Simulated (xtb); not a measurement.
Al(All)(F)(OH) (C3H6AlFO), SMILES [Al]([CH2]C=C)([OH])[F]. All values are semi-empirical tight-binding results from xtb (GFN2-xTB unless named), good for trends rather than for accurate numbers. The structure is a stationary point at GFN2-xTB. The structure was generated by enumeration; whether it is a known compound was not checked. One conformer was computed; it need not be the lowest.

Optimised geometry:

Bond lengths (Å): Al1–C2 2.011, Al1–F10 1.658, Al1–O11 1.637, C2–C3 1.484, C2–H5 1.093, C2–H6 1.093, C3–C4 1.324, C3–H7 1.083, C4–H8 1.078, C4–H9 1.076, O11–H12 0.945. Bond angles (°): C2–Al1–F10 118.6, C2–Al1–O11 121.5, F10–Al1–O11 119.9, Al1–C2–C3 109.9, Al1–C2–H5 108.3, Al1–C2–H6 109.2, C3–C2–H5 111.5, C3–C2–H6 110.4, H5–C2–H6 107.5, C2–C3–C4 124.7, C2–C3–H7 115.6, C4–C3–H7 119.7, C3–C4–H8 121.5, C3–C4–H9 122.0, H8–C4–H9 116.4, Al1–O11–H12 179.3.

For metal compounds this method's bond lengths and energies can be far off.

Q: Estimate the properties. (Estimate from the structure and the level; the computed values follow.)

A: 
```
Quantity                                       Value
-------------------------------------  -------------
orbital gap                                  3.62 eV
zero-point energy                      51.9 kcal/mol
G − E(el) at 298.15 K (modified RRHO)  30.8 kcal/mol
```

Computed atomic charges and the Wiberg bond orders between heavy atoms:
charges (e) Al1 0.44, C2 -0.13, C3 -0.02, C4 -0.10, H5 0.07, H6 0.07, H7 0.03, H8 0.04, H9 0.04, F10 -0.28, O11 -0.47, H12 0.32. Bond orders Al1–C2 0.95, C2–C3 1.05, C3–C4 1.92, Al1–F10 1.19, Al1–O11 1.37.
